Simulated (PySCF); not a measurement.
## Spinor energies of Pr(36+) (praseodymium, charge +36)

Start: [Ar] 3d5; 3d3/2 filled at m_j = -3/2, -1/2, +1/2, +3/2; 3d5/2 filled at m_j = +5/2. Calculated with PySCF 2.14 in an uncontracted even-tempered set (16 s from 7 bohr⁻², ratio 2.8; 12 p from 9 bohr⁻², ratio 2.8; 8 d from 9 bohr⁻², ratio 2.8; 3 f from 31 bohr⁻², ratio 3): generalised Hartree-Fock with the X2C-1e Hamiltonian and a Gaussian nucleus; one run each with spin-orbit coupling (SO) switched off, then screened by Boettger's factors.

| spinor shell | electrons | ε, spin-free (eV) | ε, screened SO (eV) | weight of nominal j (screened SO) | rms radius, screened SO (bohr) |
| --- | --- | --- | --- | --- | --- |
| 1s1/2 | 2 | -43951.8 | -43944.1 | 1.000 | 0.0275 |
| 2s1/2 | 2 | -8605.8 | -8602.6 | 1.000 | 0.111 |
| 2p1/2 | 2 | -7882.3 | -8229.3 | 1.000 | 0.0952 |
| 2p3/2 | 4 | -7882.3 | -7727.1 | 1.000 | 0.101 |
| 3s1/2 | 2 | -3030.7 | -3029.8 | 1.000 | 0.277 |
| 3p1/2 | 2 | -2793.3 | -2882.8 | 0.987 | 0.267 |
| 3p3/2 | 4 | -2793.3 | -2752.7 | 0.993 | 0.279 |
| 3d3/2 | 4 | -2528.3 | -2532.0 | 0.900 | 0.244 |
| 3d5/2 | 1 | -2528.3 | -2510.4 | 1.000 | 0.246 |

```csv
quantity,spin-free,screened SO
E (hartree),-8308.11948,-8313.03988
M_J,5/2,5/2
⟨J²⟩,8.750,8.762
⟨L²⟩,0.000,2.631
⟨S²⟩,8.750,5.017
```

Each row is a mean over spinors that exchange with the open shell spreads, by up to 36.672 eV (3p3/2).

Breit and QED terms are absent; they matter most for the inner s and p1/2 levels.

Densities and radii are taken from the X2C orbitals without a picture-change correction, which distorts them close to the nucleus.

Without spin-orbit coupling the j labels of p, d and f shells carry no meaning; the spin-free column gives the mean over the occupied spinors of each nl shell.
